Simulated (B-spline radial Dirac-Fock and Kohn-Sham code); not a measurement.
The computed values come from a radial finite-basis atomic code: Dirac-Fock ΔSCF + Breit + QED. Correlation and solid-state effects are left out.

**Question.** An atom or ion in its tabulated ground configuration has these computed binding energies (the last is its least bound level). Which is it?

```csv
level,binding energy (eV)
1s,16195.6
2s,3029.8
2p3/2,2768.6
3s,1088.3
3p,1015.8
```

**Answer.** Rb²²⁺: Z = 37 with 15 electrons, [Ne] 3s2 3p3. The hydrogen-like estimate √(E/Ry) = 34.5 for the K level lies 2.5 below Z; the outermost level, at 1015.8 eV, fixes the charge.
